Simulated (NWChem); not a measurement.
# C$_{3}$H$_{3}$ cation

```xyz
6

C      0.0000     0.0000    -1.3386
C      0.0000     0.0000    -0.1033
C      0.0000     0.0000     1.2447
H      0.0000     0.0000    -2.4259
H      0.0000     0.9468     1.8079
H      0.0000    -0.9468     1.8079
```
Atoms are numbered in this order, from 1.

Program: NWChem. Geometry: optimised at PBE0/def2-SVP. Level: M06-2X/def2-SVP with SMD (1 M gas to 1 M solution), gas-phase geometry. Reactions with the solvent are ignored.

Problem. Among these, which solvent gives the highest value of “solvation free energy (kcal/mol)”?
A) 1-propanol
B) toluene
C) dimethyl sulfoxide
D) methanol

Solution. B, toluene. Values: dimethyl sulfoxide -65.6; methanol -65.5; 1-propanol -64.4; toluene -40.2
